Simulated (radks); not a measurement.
Values are calculated unless marked as measured or tabulated.
Ionisation of the europium ion Eu5+, [Kr] 4d10 4f5 5s2 5p5, to Eu6+, [Kr] 4d10 4f5 5s2 5p4, under several functionals. Scalar-relativistic Kohn-Sham, spin-unpolarised, spherical densities, point nucleus; a radial shooting solver on a logarithmic mesh with Libxc functionals. Known Delta-SCF values: HCTH/407 88.368 eV; Wu-Cohen GGA 87.871 eV; LDA (Slater exchange, Perdew-Wang correlation) 88.077 eV. What does AM05 give, and what is its highest occupied eigenvalue?

Answer. 87.855 eV by Delta-SCF; the 4f eigenvalue is -69.008 eV. NIST: 89 eV (theoretical).

Beside tabulated values, note that spin-unpolarised runs miss the spin-polarisation part of the exchange energy of open shells.
